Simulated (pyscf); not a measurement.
•HN–SiH₃ (SMILES [NH][SiH3]) → H₂N–SiH₂• (SMILES N[SiH2]), a hydrogen shift (doublet surface; H–Si broken, H–N formed). Optimised with ωB97X-D3(BJ)/def2-SVP in PySCF. MP2 and CC: frozen core, UHF for open shells. ΔMP2 is the change of the MP2 total energy from the triple- to the quadruple-zeta basis. Energies in eV from the reactant's lowest minimum found.

Small-basis levels: PySCF, no dispersion term, spherical d functions. AM1 to PM7: differences of heats of formation from MOPAC. Open shells are spin-unrestricted. 

| level | barrier | reaction energy |
|---|---|---|
| HF/STO-3G | 3.49 | +0.39 |
| HF/3-21G | 2.38 | -0.82 |
| HF/6-31G* | 2.32 | -0.35 |
| MP2/6-31G* | 1.65 | -1.04 |
| PBE/6-31G* | 1.15 | -1.01 |
| B3LYP/3-21G | 1.56 | -1.23 |
| B3LYP/def2-SVP | 1.35 | -0.94 |
| PM3 | 1.61 | -0.64 |
| PM7 | 1.34 | -1.02 |
| CCSD(T)/def2-TZVPP + ΔMP2(QZVPP) | 1.32 | -0.96 |

Against the last row the barrier runs from -0.17 (PBE/6-31G*) to +2.17 eV (HF/STO-3G). CCSD(T)/def2-TZVPP + ΔMP2(QZVPP) has limits of its own. One saddle was located; it need not be the lowest between these sides. The CCSD(T) − MP2 part came from Ansatz, without density fitting, on the same reference.
